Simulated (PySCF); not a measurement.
1-bromobuta-1,2-diene (C4H5Br), SMILES CC=C=CBr. Coordinates come from a PBE-D3(BJ)/def2-SVP optimisation.

Problem. Give the equilibrium geometry at PBE-D3(BJ)/def2-SVP (PySCF confirms it by a frequency run) as Cartesian coordinates in Å. (Estimate from the structure and the level; the computed values follow.)

Solution. 
```xyz
10

C     -3.4254     0.0927    -0.3224
C     -2.2796    -0.8779    -0.2246
C     -1.0232    -0.6180    -0.5407
C      0.2233    -0.3520    -0.8536
Br     1.4885     0.3404     0.4109
H     -3.0963     1.0807    -0.6951
H     -4.2133    -0.2979    -1.0011
H     -3.9029     0.2311     0.6710
H     -2.5175    -1.8959     0.1433
H      0.6620    -0.4993    -1.8525
```
